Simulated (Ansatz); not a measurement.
Steps of a relaxation of C3H3F2InO2 (`[F][In-]1([F])[O]C=CC=[O+]1`) with RKS PBE0-D4/def2-TZVP.

```sh
$ ansatz run in.yaml --threads 8 --pin off --events-out ev --progress --plain --max-ram 18278MiB
```

```yaml
crystal:
  periodic: [false, false, false]
  atoms:
    - {symbol: F, position_ang: [-1.011753, -2.152582, 2.349853]}
    - {symbol: In, position_ang: [0.478939, -1.234505, 1.457612]}
    - {symbol: F, position_ang: [2.378774, -1.451195, 1.908104]}
    - {symbol: O, position_ang: [0.019140, 0.870589, 1.329148]}
    - {symbol: C, position_ang: [-0.272538, 1.449812, 0.223955]}
    - {symbol: C, position_ang: [-0.344603, 0.899209, -1.069642]}
    - {symbol: C, position_ang: [-0.099267, -0.439808, -1.428119]}
    - {symbol: O, position_ang: [0.230472, -1.425237, -0.678277]}
    - {symbol: H, position_ang: [-0.496069, 2.538083, 0.319616]}
    - {symbol: H, position_ang: [-0.617807, 1.585617, -1.883247]}
    - {symbol: H, position_ang: [-0.199888, -0.696883, -2.508504]}
basis:
  gaussian: {orbitals: def2-TZVP}
hamiltonian: {xc: pbe0, dispersion: d4}
relax: {f_tol: 0.005, max_steps: 150}
```

Positions (Å) and forces (eV/Å) along the path, 6 of 6 steps:

```xyz
11
step=1 energy=-17856.0432 eV
F    -1.012   -2.153    2.350    0.631    0.340   -0.323
In    0.479   -1.235    1.458   -0.085    0.216   -0.256
F     2.379   -1.451    1.908   -0.772    0.052   -0.143
O     0.019    0.871    1.329   -0.101   -0.160   -0.874
C    -0.273    1.450    0.224    0.081   -0.226    0.219
C    -0.345    0.899   -1.070    0.034   -0.079    0.096
C    -0.099   -0.440   -1.428    0.079   -0.178    0.262
O     0.230   -1.425   -0.678   -0.198    0.871    0.029
H    -0.496    2.538    0.320    0.126   -0.610   -0.053
H    -0.618    1.586   -1.883    0.150   -0.370    0.439
H    -0.200   -0.697   -2.509    0.057    0.143    0.605
11
step=2 energy=-17856.1591 eV
F    -0.979   -2.117    2.313    0.021   -0.016    0.021
In    0.465   -1.199    1.416    0.007   -0.023    0.027
F     2.326   -1.432    1.879   -0.006   -0.020    0.022
O     0.021    0.850    1.318   -0.053    0.051   -0.263
C    -0.268    1.430    0.227    0.001    0.063    0.067
C    -0.340    0.888   -1.057    0.005   -0.008    0.011
C    -0.097   -0.439   -1.407    0.010   -0.075   -0.053
O     0.229   -1.411   -0.659   -0.070    0.248   -0.092
H    -0.488    2.504    0.325    0.031   -0.166   -0.025
H    -0.608    1.567   -1.861    0.041   -0.104    0.123
H    -0.194   -0.697   -2.473    0.013    0.050    0.163
11
step=3 energy=-17856.1643 eV
F    -0.966   -2.128    2.327    0.006   -0.013    0.016
In    0.466   -1.202    1.419   -0.006    0.012   -0.014
F     2.322   -1.444    1.893    0.006   -0.012    0.014
O     0.018    0.846    1.304    0.001   -0.015   -0.036
C    -0.269    1.431    0.219   -0.013    0.014    0.029
C    -0.341    0.893   -1.062    0.005    0.000    0.001
C    -0.099   -0.432   -1.409    0.005   -0.029   -0.013
O     0.225   -1.397   -0.657   -0.008    0.037    0.010
H    -0.488    2.500    0.320    0.004    0.003   -0.001
H    -0.608    1.569   -1.863    0.000    0.003   -0.004
H    -0.195   -0.692   -2.470   -0.001    0.000   -0.002
11
step=4 energy=-17856.1647 eV
F    -0.955   -2.137    2.338    0.002   -0.005    0.006
In    0.465   -1.203    1.420   -0.007    0.012   -0.014
F     2.319   -1.452    1.902    0.004   -0.004    0.005
O     0.016    0.844    1.299   -0.012   -0.016    0.010
C    -0.273    1.432    0.216    0.048    0.013   -0.004
C    -0.342    0.896   -1.066   -0.012    0.001   -0.003
C    -0.099   -0.429   -1.412   -0.006   -0.005    0.000
O     0.222   -1.392   -0.656    0.003   -0.005    0.013
H    -0.486    2.502    0.318   -0.019    0.006    0.005
H    -0.607    1.572   -1.867   -0.003    0.006   -0.007
H    -0.194   -0.690   -2.471    0.003   -0.003   -0.011
11
step=5 energy=-17856.1649 eV
F    -0.948   -2.143    2.346    0.000   -0.001    0.001
In    0.462   -1.203    1.420    0.000    0.002   -0.003
F     2.317   -1.452    1.900    0.000    0.000    0.000
O     0.011    0.843    1.298   -0.001    0.000   -0.004
C    -0.272    1.433    0.215   -0.001    0.003    0.001
C    -0.340    0.898   -1.068    0.004   -0.008    0.010
C    -0.100   -0.428   -1.412   -0.001   -0.002   -0.003
O     0.216   -1.392   -0.655   -0.001    0.004    0.000
H    -0.487    2.502    0.319    0.000    0.000    0.000
H    -0.601    1.575   -1.870    0.001    0.002   -0.003
H    -0.193   -0.690   -2.472    0.000    0.000    0.000
11
step=6 energy=-17856.1649 eV
F    -0.947   -2.145    2.349    0.000    0.000    0.000
In    0.462   -1.203    1.420    0.000    0.000    0.000
F     2.317   -1.450    1.898    0.000    0.000    0.000
O     0.008    0.842    1.299    0.000    0.000    0.001
C    -0.272    1.433    0.215    0.000    0.001   -0.001
C    -0.338    0.898   -1.068    0.000   -0.001    0.001
C    -0.101   -0.428   -1.412    0.000    0.001   -0.001
O     0.214   -1.393   -0.655    0.000    0.000    0.000
H    -0.487    2.503    0.319    0.000    0.000    0.000
H    -0.597    1.576   -1.870    0.000    0.000    0.000
H    -0.193   -0.690   -2.473    0.000    0.000    0.000
```

Hardware: 8 threads of an Arm Neoverse V1 on a shared host. Wall time 39 s, peak host memory 1.1 GiB.
